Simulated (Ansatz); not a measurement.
Breaking a bond: HF (cation, charge +1), doublet.

Methods: ROHF/aug-cc-pVDZ (Ansatz, a program for electronic structure); ROMP2 = MP2 on ROHF/aug-cc-pVDZ, frozen core in Ansatz; ROCCSD = CCSD on ROHF/aug-cc-pVDZ, frozen core (Ansatz); ROCCSD(T) = CCSD(T) on ROHF/aug-cc-pVDZ, frozen core (Ansatz); UHF/aug-cc-pVDZ (Ansatz); UMP2 = MP2 on UHF/aug-cc-pVDZ, frozen core (Ansatz); UCCSD = CCSD on UHF/aug-cc-pVDZ, frozen core run with Ansatz; UCCSD(T) = CCSD(T) on UHF/aug-cc-pVDZ, frozen core in Ansatz; ROCCSDT = Ansatz with CCSDT on ROHF/aug-cc-pVDZ, frozen core; UCCSDT = CCSDT on UHF/aug-cc-pVDZ, frozen core (Ansatz); UCCSDT(Q) = CCSDT(Q) on UHF/aug-cc-pVDZ, frozen core (Ansatz); UKS-BLYP = unrestricted BLYP/aug-cc-pVDZ (Ansatz); UKS-PBE0 = unrestricted PBE0/aug-cc-pVDZ (Ansatz); UKS-PBE = unrestricted PBE/aug-cc-pVDZ in Ansatz; FCI = Ansatz with full CI/aug-cc-pVDZ, frozen core.

All curves are set to zero at 0.99 Å and compared with full CI in the same basis at 0.99, 1.05, 1.10, 1.19, 1.29, 1.40, 1.55, 1.74, 1.94, 2.22, 2.54, 2.99 Å.

Which method stays most parallel to full CI over these points, and which least?

UCCSDT(Q) has the smallest spread and UKS-BLYP the largest. In order (kJ/mol): UCCSDT(Q) 0.10, UCCSDT 0.13, ROCCSDT 0.15, ROCCSD(T) 0.33, UCCSD(T) 0.39, UCCSD 3.47, ROCCSD 3.51, UMP2 6.66, ROMP2 6.94, UKS-PBE0 16.59, UHF 29.18, ROHF 31.40, UKS-PBE 54.46, UKS-BLYP 63.63.

Errors against full CI at some of the points (kJ/mol):

```tsv
method	1.19 Å	1.55 Å	1.94 Å	2.54 Å	2.99 Å
UCCSDT(Q)	0.0	-0.1	-0.1	0.0	0.0
UCCSDT	0.0	0.0	-0.1	-0.1	-0.1
ROCCSDT	0.0	0.0	-0.1	-0.1	-0.1
ROCCSD(T)	0.2	0.3	0.3	0.1	0.0
UCCSD(T)	0.2	0.4	0.3	0.1	0.0
UCCSD	1.5	3.2	2.8	0.5	-0.2
ROCCSD	1.5	3.3	2.7	0.4	-0.2
UMP2	1.5	2.1	-0.5	-3.6	-4.4
ROMP2	1.6	2.5	0.5	-3.3	-4.5
UKS-PBE0	-0.7	-5.5	-13.1	-16.6	-15.8
UHF	14.2	20.0	9.9	-4.9	-8.8
ROHF	14.8	21.3	10.4	-5.8	-10.0
UKS-PBE	-9.3	-23.1	-35.3	-48.1	-54.5
UKS-BLYP	-11.6	-28.3	-43.3	-57.3	-63.6
```

The unrestricted determinant behind UKS-BLYP, UKS-PBE is spin-contaminated at 2.22 to 2.99 Å (<S²> up to 1.0, against 0.75 for a pure doublet). The unrestricted determinant behind UKS-PBE0 is spin-contaminated at 2.54 to 2.99 Å (<S²> up to 0.9, against 0.75 for a pure doublet).
